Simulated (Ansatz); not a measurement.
An input for triplet InF

InF has 2 atoms, charge 0, and is taken as a triplet. As SMILES of the parent species, `[F][In]`. The coordinates come from a PBE0-D4/def2-TZVP relaxation. That shape belongs to the parent species and isn't relaxed for this state.

```xyz
2

F     0.0000    0.0000    0.0159
In    0.0000    0.0000    2.0096
```

Settings wanted:

```json
{
  "basis set": "STO-3G",
  "task": "energy",
  "method": "DFT",
  "functional": "B2PLYP",
  "dispersion": "none",
  "reference": "UKS",
  "accuracy": "high",
  "frozen core orbitals": "19"
}
```

**Question.** Write the Ansatz 0.2.0 input and the command.

**Answer.** This one ran through:

in.yaml:
```yaml
crystal:
  periodic: [false, false, false]
  atoms:
    - symbol: F
      position_ang: [0.000000, 0.000000, 0.015910]
    - symbol: In
      position_ang: [-0.000000, -0.000000, 2.009580]
basis:
  gaussian:
    orbitals: STO-3G
magnetization:
  spin_polarized: true
  initial_magnetization: 2
hamiltonian:
  xc: {name: B2PLYP}
correlation:
  frozen_orbitals: {F: 1, In: 18}
accuracy: high
```

```bash
$ ansatz run in.yaml --threads 1 --pin off --max-ram 3480MiB --events-out events.jsonl --progress --plain --runs-dir runs
```

Calculated total energy: -5782.53224 Eh. The run is non-relativistic.
